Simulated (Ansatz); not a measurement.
Reactions of `C[Se][SiH2]S`.

Calculated with Ansatz (gas phase, PBE0-D4/def2-TZVP geometries, no zero-point term in ΔE). CCSD(T)/CBS adds triple-zeta CCSD(T) − MP2 to the extrapolated MP2 energy (def2 sets, frozen cores). This one scheme is used for every species. Elements past krypton have def2 core potentials. For Ge, Se, Sn outer-core shells are correlated without core-valence functions, which leaves a few kJ/mol of doubt a bond. Scalar relativity is left out up to krypton. One conformer a species, not always the lowest.

Task: Order these by ΔE at CCSD(T)/CBS, lowest first. (An estimate is asked.)
A. `C[Se][SiH2]S` + `OCS` → `SCO[SiH2]S` + `C[SeH]`
B. `C[Se][SiH2]S` + H₂ → `C[SeH]` + `[SiH3]S`
C. `C[Se][SiH2]S` → `S[SiH2]C[SeH]`
D. `C[Se][SiH2]S` + `CO[SiH](O)[SiH3]` → `CO[SiH2][Se]C` + `O[SiH]([SiH3])S`
E. `C[Se][SiH2]S` + `[GeH3][SnH3]` → `S[SiH2][SnH3]` + `C[Se][GeH3]`
F. `C[Se][SiH2]S` + `CF` → `FC[SiH2]S` + `C[SeH]`

Result: A (-8.7 kcal/mol), D (+2.2 kcal/mol), E (+8.7 kcal/mol), B (+13.0 kcal/mol), C (+17.0 kcal/mol), F (+21.7 kcal/mol).

Largest T1 diagnostic: 0.013, for `S[SiH2][SnH3]`.
